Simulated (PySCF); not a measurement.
# SMILES C#Cc1ncncn1, C$_{5}$H$_{3}$N$_{3}$

Geometry:
```
atom   x (Å)   y (Å)   z (Å)
  C1   3.048  -0.355  -0.219
  C2   1.848  -0.203  -0.171
  C3   0.423  -0.024  -0.114
  N4  -0.348  -1.090  -0.354
  C5  -1.652  -0.857  -0.285
  N6  -2.219   0.313  -0.007
  C7  -1.357   1.301   0.213
  N8  -0.035   1.199   0.175
  H9   4.114  -0.490  -0.262
 H10  -2.320  -1.706  -0.475
 H11  -1.773   2.289   0.447
```

Computed, not measured: TDDFT CAM-B3LYP/def2-TZVPD excited states, vertical, gas phase in PySCF 2.14.0. Geometry: PBE0-D3(BJ)/def2-SVP.

(1) How strongly do the lowest singlets absorb one photon, and two photons of half the energy?

## Answers

(1) δ for parallel linear polarisation; σ at the peak of a Lorentzian of half width 0.1 eV, single beam; Ω is circular over linear.
```csv
state,E (eV),f,photon λ (nm),δ (au),σ (GM),Ω,main
S1,4.40,0.000,563,0.42,0.00,1.50,HOMO→LUMO 0.97
S2,4.66,0.006,532,3.75,0.03,1.50,HOMO−2→LUMO 0.96
S3,4.87,0.005,510,1.22,0.01,1.50,HOMO→LUMO+1 0.94
S4,4.90,0.000,506,0.78,0.01,1.50,HOMO−2→LUMO+1 0.99
S5,5.02,0.000,494,<0.1,0.00,–,HOMO−3→LUMO 0.92
S6,5.47,0.278,453,182,2.00,0.77,HOMO−1→LUMO 0.86
```

Among these, the strongest one-photon state is S6, the strongest two-photon state S6, with a dipole change of 2.7 D (relaxed, norm of the difference vector).
